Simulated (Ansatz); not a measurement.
Species: AlF2I, SMILES `[F][Al]([F])[I]` (charge 0, multiplicity 1).

Give a relaxed geometry from B3LYP-D3(BJ)/def2-TZVP in Ansatz (a quantum-chemistry and plane-wave program).

the end point of this relaxation (outside a Z-matrix the atoms follow the SMILES, hydrogens last).
Z-matrix (Å, degrees):
```
Al
F 1 1.6387
F 1 1.6387 2 118.37
I 1 2.4400 2 120.81 3 -180.00
```
